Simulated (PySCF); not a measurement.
Ga(F)2(vinyl) (C2H3F2Ga), SMILES C=[CH][Ga]([F])[F]. The structure is a stationary point at B3LYP-D3(BJ)/def2-SVP. One conformer was computed; it need not be the lowest.

Level of theory: B3LYP-D3(BJ)/def2-SVP (PySCF 2.14.0).

Harmonic wavenumbers (cm⁻¹): 81, 91, 187, 200, 304, 488, 580, 703, 723, 1001, 1013, 1038, 1257, 1415, 1650, 3115, 3163, 3210. Rotational constants (GHz): 6.024, 2.537, 1.785; symmetry number 1.

### Question
Work out the zero-point energy and the ideal-gas rigid-rotor harmonic-oscillator thermochemistry at 298.15 K and 1 atm.

### Answer
ZPE = ½ Σ hcν = ½ × 20217 cm⁻¹ = 28.90 kcal/mol. H − E(el) = 33.68 kcal/mol. Entropy in cal/(mol K): translation 40.61, rotation 26.87, vibration 15.39, total 82.86. G − E(el) = 8.97 kcal/mol. Cp = 22.58 cal/(mol K). Modes under 150 cm⁻¹ make the vibrational entropy uncertain.
